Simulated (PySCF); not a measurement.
Vertical excitations of a molecule CH8N2Si3 from TDDFT-PBE/def2-SVPD (PySCF), as energy in eV (oscillator strength): 2.87 (0.000), 4.02 (0.004), 4.09 (0.009), 4.27 (0.004), 4.50 (0.002), 4.74 (0.006), 5.00 (0.025), 5.47 (0.042), 5.50 (0.017), 5.55 (0.012). Lowest triplet (TDA): 2.25 eV. Geometry optimised at B3LYP-D3(BJ)/def2-SVP. The values are those of a single conformer.

**Question.** Which molecule gave these data?
A. N[Si@@H]1N=C([SiH3])[SiH2]1
B. N[Si@H]1[SiH2]C=N[SiH2]1
C. N[SiH2][Si@@H]1N=C[SiH2]1
D. N[Si@@H]1N=C[SiH2][SiH2]1

**Answer.** A, N[Si@@H]1N=C([SiH3])[SiH2]1
